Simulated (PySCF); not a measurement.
Sulfur: a sound run and one with changed settings

Sound run: S⁺ [Ne] 3s2 3p3, S²⁺ [Ne] 3s2 3p2. Calculation: PySCF 2.14, in cc-pV(T+d)Z; the non-relativistic Hamiltonian (point nucleus). In the sound run the correlated levels freeze [Ne]. The sound run starts from symmetry-adapted Hartree-Fock orbitals and uses a fine grid where one is needed.

Changed run: scalar relativity by spin-free X2C-1e. This setting is unsound on purpose.

| species | method | sound run (hartree) | changed run (hartree) | converged |
| --- | --- | --- | --- | --- |
| S⁺ | UHF | -397.17001 | -398.13050 | yes |
| S⁺ | r2SCAN | -397.70850 | -398.66811 | yes |
| S⁺ | BP86 | -397.76640 | -398.72568 | yes |
| S⁺ | MP2 | -397.26014 | -398.22063 | yes |
| S⁺ | CCSD(T) | -397.28341 | -398.24382 | yes |
| S²⁺ | UHF | -396.33505 | -397.29575 | yes |
| S²⁺ | r2SCAN | -396.84408 | -397.80396 | yes |
| S²⁺ | BP86 | -396.90845 | -397.86802 | yes |
| S²⁺ | MP2 | -396.40257 | -397.36325 | yes |
| S²⁺ | CCSD(T) | -396.42693 | -397.38750 | yes |

Ionisation energy of S⁺:

```tsv
method	sound run (eV)	changed run (eV)
UHF	22.720	22.715
r2SCAN	23.522	23.515
BP86	23.346	23.338
MP2	23.336	23.330
SCS-MP2	23.149	23.144
CCSD	23.268	23.263
CCSD(T)	23.306	23.302
```

Most of the change in total energy is the relativistic energy itself. On top of that the contraction fixes the core shape for the Hamiltonian it was made with, so the changed run is not a good calculation with the other Hamiltonian either.

For comparison, NIST gives 23.338 eV between the lowest levels.
